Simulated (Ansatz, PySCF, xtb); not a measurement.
Stretching the Ge1–H3 bond in BrGeH3 (SMILES [GeH3][Br]) (multiplicity 1 held, fragments rigid). Energies count from the point at 1.533 Å.
Geometry at that point (charge 0, multiplicity 1):
| atom | x (Å) | y (Å) | z (Å) |
|---|---|---|---|
| Ge | -1.1456 | 0.0468 | 0.0046 |
| Br | 1.1842 | -0.0484 | -0.0048 |
| H | -1.5399 | 1.4838 | -0.3541 |
| H | -1.6070 | -0.3323 | 1.4163 |
| H | -1.6424 | -0.9559 | -1.0428 |

Restricted levels (R-, RO-) in cc, def2 and unpolarised 6-31G sets keep to the state of the molecule at rest. Unrestricted levels (U-) break spin symmetry where that is lower. Curves can end on different states.

Rows in LANL2DZ carry no dispersion term and start afresh at each structure. LANL2DZ brings its own core potentials from Na on.

Run with Ansatz (Gaussian basis) for Hartree–Fock, density functionals and correlated methods; PySCF for LANL2DZ rows; xtb for the GFN methods. Values without a source in brackets are computed. The GFN methods have no spin term and hold the electronic entropy of 300 K.

Q: One of these levels gives 3.570 eV for the energy at R = 4.905 Å. Which?
A. U-PBE/cc-pVTZ
B. GFN2-xTB
C. R-B3LYP/cc-pVTZ
D. U-HF/LANL2DZ

A: A, U-PBE/cc-pVTZ. The others give 4.022 (GFN2-xTB), 2.868 (U-HF/LANL2DZ), 5.246 (R-B3LYP/cc-pVTZ)

Doubts at one or more of the structures used: a spin-contaminated determinant (U-HF/LANL2DZ, U-PBE/cc-pVTZ); a restricted determinant that unrestricted orbitals would lower (R-B3LYP/cc-pVTZ).

Ansatz is a first-principles code.
